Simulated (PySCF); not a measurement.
## Hafnium: a sound run and one with changed settings

Sound run: Hf⁺ [Xe] 4f14 5d1 6s2, Hf²⁺ [Xe] 4f14 5d2. Computed with PySCF 2.14 in def2-SVP with the def2 core potential (60 electrons), with a scalar-relativistic core potential. The sound run starts from symmetry-adapted Hartree-Fock orbitals and uses a fine grid where one is needed.

Changed run: initial guess minao, at most 50 SCF cycles.

| species | method | sound run (hartree) | changed run (hartree) | converged |
| --- | --- | --- | --- | --- |
| Hf⁺ | UHF | n/a | -47.13085 | no |
| Hf⁺ | B3LYP | -47.62580 | -47.62580 | yes |
| Hf⁺ | PBE | -47.61763 | -47.61763 | yes |
| Hf²⁺ | UHF | -46.66934 | -46.65675 | yes |
| Hf²⁺ | B3LYP | -47.08774 | -47.08034 | yes |
| Hf²⁺ | PBE | -47.08016 | -47.08208 | yes |

The plain start fixes occupations by D2h representation alone, and Hf²⁺ at UHF, Hf²⁺ at B3LYP, Hf²⁺ at PBE landed in another state (other ⟨L²⟩ or ⟨S²⟩).
